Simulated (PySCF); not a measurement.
Ligand exchange on a metal centre used in film growth or etching (W Cl-OH). All species are isolated molecules in the gas phase. One relaxed conformer stands for each flexible species; it need not be the lowest.

The numbers are results of PBE-D3(BJ)/def2-TZVP // BP86-D3(BJ)/def2-SVP run with PySCF, not measurements. 

```tsv
species	LUMO (eV)	HOMO–LUMO gap (eV)
0 of 6 Cl replaced by OH ([W(Cl)6])	-5.76	2.10
1 of 6 Cl replaced by OH ([W(Cl)5(OH)])	-5.49	2.00
2 of 6 Cl replaced by OH ([W(Cl)4(OH)2])	-5.19	1.94
3 of 6 Cl replaced by OH ([W(Cl)3(OH)3])	___	2.27
4 of 6 Cl replaced by OH ([W(Cl)2(OH)4])	-4.48	___
5 of 6 Cl replaced by OH ([W(Cl)(OH)5])	-3.70	___
6 of 6 Cl replaced by OH ([W(OH)6])	-3.47	3.65
```

Task: Complete the blanks.

Result: 
- 3 of 6 Cl replaced by OH ([W(Cl)3(OH)3]), LUMO (eV): -5.02
- 4 of 6 Cl replaced by OH ([W(Cl)2(OH)4]), HOMO–LUMO gap (eV): 2.34
- 5 of 6 Cl replaced by OH ([W(Cl)(OH)5]), HOMO–LUMO gap (eV): 3.16
